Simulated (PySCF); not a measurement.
Worked example: entropy of an ideal gas

Cd(H)(OH) (CdH2O), SMILES [OH][CdH].

Geometry: PBE0-D3(BJ)/def2-TZVP. The def2 effective core potentials stand for the cores of Cd; spin–orbit coupling is left out.

PBE0-D3(BJ)/def2-TZVP (PySCF) gives the harmonic wavenumbers 464, 472, 587, 746, 1902, 3904 cm⁻¹ and the rotational temperatures 34.7020, 0.3881, 0.3838 K. The molar mass is 130.43 g/mol, the symmetry number 1, the spin multiplicity 1.

**Question.** Work out the entropy at 298.15 K and 1 atm in the rigid-rotor, harmonic-oscillator model.

**Answer.** 
Translation (Sackur–Tetrode at 1 atm): S = R[1.5 ln M + 2.5 ln T − 1.16487] = 169.5 J/(mol K).
Rotation: q = (√π/σ) T^1.5/√(θA θB θC) = 4010, S = R[ln q + 3/2] = 81.5 J/(mol K).
Vibration: with u = 1.4388 ν/T, each mode gives R[u/(e^u − 1) − ln(1 − e^−u)]:
| ν (cm⁻¹) | modes | u | S (J/(mol K)) |
|---|---|---|---|
| 464 | 1 | 2.24 | 3.16 |
| 472 | 1 | 2.28 | 3.06 |
| 587 | 1 | 2.83 | 1.98 |
| 746 | 1 | 3.60 | 1.07 |
| 1902 | 1 | 9.18 | 0.01 |
The stiffer modes add less than 0.005 each. Sum 9.3 J/(mol K).
Spin: R ln 1 = 0.0 J/(mol K).
Total 260.2 J/(mol K); the program's own thermochemistry gives 260.2. Translation makes up 65 % and vibration 4 %. Anharmonicity, hindered rotation and orbital degeneracy are left out.
